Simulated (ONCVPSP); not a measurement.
## Reading a pseudo-wave (chlorine)

Columns: radius, all-electron u(r) and pseudo u(r) of the 2s shell (level -252.70 eV) of chlorine in the configuration [He] 2s2 2p6 3s2 3p5; PBE, scalar-relativistic, ONCV scheme, ONCVPSP 4.0.1.

```csv
r (bohr),all-electron,pseudo
0.042,-0.7313,0.2781
0.085,-0.4861,0.5513
0.128,0.0551,0.8019
0.170,0.5829,1.0158
0.212,1.0065,1.1919
0.255,1.3072,1.3284
0.298,1.4839,1.4183
0.340,1.5592,1.4621
0.382,1.5610,1.4648
0.425,1.5098,1.4306
0.467,1.4256,1.3678
0.510,1.3185,1.2810
0.552,1.2036,1.1813
0.595,1.0830,1.0714
0.638,0.9648,0.9594
0.680,0.8548,0.8526
0.722,0.7524,0.7516
0.765,0.6564,0.6561
0.807,0.5717,0.5716
0.850,0.4942,0.4941
0.892,0.4273,0.4272
0.935,0.3671,0.3670
0.977,0.3156,0.3155
1.020,0.2698,0.2697
1.062,0.2309,0.2308
1.105,0.1966,0.1965
```

Q: How many radial nodes do the two functions have?

A: The all-electron 2s function has n − l − 1 = 1; the pseudo-wave has 0, since the states of the same l below it are removed with the core.

Q: At about which radius was the pseudo-wave matched?

A: 0.85 bohr. The columns agree to 0.0005 from 0.77 bohr on; several derivatives are matched, so the curves merge somewhat inside the radius.

Q: Is the pseudo-wave norm-conserving?

A: Yes: the ONCV scheme keeps the norm inside the radius equal to the all-electron one, which fixes the energy derivative of the logarithmic derivative at the level.
